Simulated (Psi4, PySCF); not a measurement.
H₇FGe₂OSi, singlet, at a GFN2-xTB geometry, atoms displaced at random by about 0.03 Å a coordinate. Base run: PBE/STO-3G, gradient (PySCF).

The PySCF input:
```python
from pyscf import gto, scf, dft

mol = gto.Mole()
mol.atom = '''
    O    -0.226755    1.712878    1.276253
    Si   -0.001808    0.685893    0.073176
    F     0.373251    1.684326   -1.153691
    Ge    2.006898   -0.643975    0.390998
    Ge   -1.948807   -0.466317   -0.486028
    H    -0.344395    1.490698    2.167027
    H     2.635484   -0.388038    1.715018
    H     2.967172   -0.482614   -0.618543
    H     1.618678   -2.101560    0.453619
    H    -3.182134   -0.175049    0.441211
    H    -2.469462   -0.263093   -1.837950
    H    -1.806520   -2.001539   -0.334698
'''
mol.basis = 'sto-3g'
mol.charge = 0
mol.spin = 0
mol.verbose = 3
mol.build()

mf = dft.RKS(mol)
mf.xc = 'pbe'
mf.kernel()
g = mf.nuc_grad_method()
grad = g.kernel()
```

Programs used: Psi4, PySCF; a row that names a program was run with it.

The coordinate followed is x of atom 4.

Each row names what was changed in the base input (with any setting that the change needs).

| change | dE/dx (Eh/bohr) | net force (Eh/bohr) |
|---|---|---|
| base | 0.008617 | 0.000138 |
| grids.level = 5; grid_response = off | 0.008634 | 0.000041 |
| density fitting = on | 0.008614 | 0.000138 |
| conv_tol = 1e-6 | 0.008617 | 0.000138 |
| code = psi4 | 0.008798 | 0.000431 |
| finite difference step (bohr) = 1e-3; conv_tol = 1e-11 | 0.008616 | - |
| grids.level = 1; grid_response = off | 0.008956 | 0.000464 |
| grids.level = 1; grid_response = on | 0.008718 | 0.000000 |
| density fitting = on; auxbasis_response = off | 0.008359 | 0.007169 |
| conv_tol = 1e-4 | 0.008665 | 0.000138 |
| finite difference step (bohr) = 1e-5; conv_tol = 1e-11 | 0.008617 | - |
| conv_tol = 1e-11 | 0.008617 | 0.000138 |

The net force is zero for an exact gradient.
